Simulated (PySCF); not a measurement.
**B⁺: excitation energy**

B⁺ [He] 2s2 (1S) → B⁺ [He] 2p2 (3P), as a difference of total energies. All numbers are calculated (PySCF 2.14, the non-relativistic Hamiltonian (point nucleus), in aug-cc-pVQZ with one added diffuse shell each of s, p, d, f, g type (7s6p5d4f3g, 105 functions)). Correlated levels: valence: 1s2 frozen. The calculations carry no spin-orbit coupling.

| method | excitation energy (cm⁻¹) | error (cm⁻¹) |
| --- | --- | --- |
| UHF | 88324 | -10603 |
| LDA | 80436 | -18491 |
| PBE | 80751 | -18175 |
| PBE0 | 84035 | -14891 |
| r2SCAN | 81612 | -17315 |
| BP86 | 81568 | -17359 |
| LC-wPBE | 85033 | -13893 |
| HSE06 | 83719 | -15208 |
| MP2 (valence) | 95110 | -3817 |
| SCS-MP2 (valence) | 97832 | -1095 |

Reference: 98926 cm⁻¹ (measured; NIST levels, between the centres of gravity of the two terms).

Errors of the correlated levels include the incompleteness of this basis and the frozen core.
